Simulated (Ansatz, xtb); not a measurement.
**Relative energy of two structures of C2H4F2Sn**

Structure a: a singlet given by its coordinates. Structure b: `FC[CH2][Sn][F]`, a singlet. Both are isolated molecules in the gas phase, relaxed with r2SCAN-D4/def2-SVP; the shapes shown needn't be the lowest conformers.

a (Å):

```
atom    x (Å)    y (Å)    z (Å)
   C  -0.4558  -0.7685  -0.6711
   C  -0.7878   0.3904  -1.5557
   F  -1.3351   1.4786  -0.7211
   F  -3.5006  -0.7614  -1.1460
  Sn  -2.8358   0.5916  -2.4183
   H   0.0201  -1.5535  -1.2818
   H   0.2524  -0.4848   0.1276
   H  -1.3660  -1.1910  -0.2199
   H   0.0832   0.8298  -2.0671
```

Close contacts (Å): C1–C2 1.50, C2–F3 1.48, C2–Sn5 2.23, F3–Sn5 2.43, F4–Sn5 1.97, C1–H6 1.10, C1–H7 1.10, C1–H8 1.10, C2–H9 1.10.

b (Å):

```yaml
atoms:
  - { symbol: C, position_ang: [-1.1635, -0.6593, -0.4947] }
  - { symbol: C, position_ang: [-0.4149, -1.0917, 0.7381] }
  - { symbol: F, position_ang: [-1.2590, -1.7107, -1.4057] }
  - { symbol: F, position_ang: [-1.1802, 1.7960, 1.1501] }
  - { symbol: Sn, position_ang: [-0.1997, 0.4988, 2.2665] }
  - { symbol: H, position_ang: [-0.6586, 0.1812, -1.0012] }
  - { symbol: H, position_ang: [-2.1881, -0.3294, -0.2515] }
  - { symbol: H, position_ang: [-0.9178, -1.9531, 1.2191] }
  - { symbol: H, position_ang: [0.6015, -1.4443, 0.4754] }
```

Task: Which of the two would you expect CCSD(T)/def2-SVP + ΔMP2/def2-TZVPP electronic energies to favour?

Result: Structure b; the calculation gives E(b) − E(a) = −0.211 eV.

The same difference at several levels:

| level | geometry | E(b) − E(a) (eV) | departure from the last row (eV) | job, with rough time for the two |
| --- | --- | --- | --- | --- |
| r2SCAN-D4/def2-SVP | r2SCAN-D4/def2-SVP | −0.065 | +0.146 | optimisation, 62 s |
| HF/def2-SVP | r2SCAN-D4/def2-SVP | −0.331 | −0.120 | part of the CCSD(T) run |
| MP2/def2-SVP | r2SCAN-D4/def2-SVP | −0.206 | +0.004 | part of the CCSD(T) run |
| CCSD(T)/def2-SVP | r2SCAN-D4/def2-SVP | −0.191 | +0.020 | single point |
| CCSD(T)/def2-SVP + ΔMP2/def2-TZVPP | r2SCAN-D4/def2-SVP | −0.211 |  | single point, 44 s |

None of the levels shown reverses the order. The largest departure from CCSD(T)/def2-SVP + ΔMP2/def2-TZVPP is that of r2SCAN-D4/def2-SVP, 0.146 eV. Levels run at GFN2-xTB geometries aren't shown. The last row adds to CCSD(T) the change of the MP2 difference between the two basis sets, here −0.020 eV.

With harmonic frequencies from r2SCAN-D4/def2-SVP (ideal gas, rigid rotor, one conformer each, 400 K, 1 atm): on the last row, ΔE + ΔZPE = −0.197 eV. A mode under 50 cm⁻¹ makes harmonic enthalpies and free energies unreliable, so none is given.

The correlated steps freeze 8 core orbitals; the filled d shell of Sn is correlated, in a basis made for valence electrons. Atoms past krypton carry core potentials in the def2 sets and no spin–orbit term is included. Programs: Ansatz 0.2.0; the last row on 2 threads of Arm Neoverse V1 on a shared host.
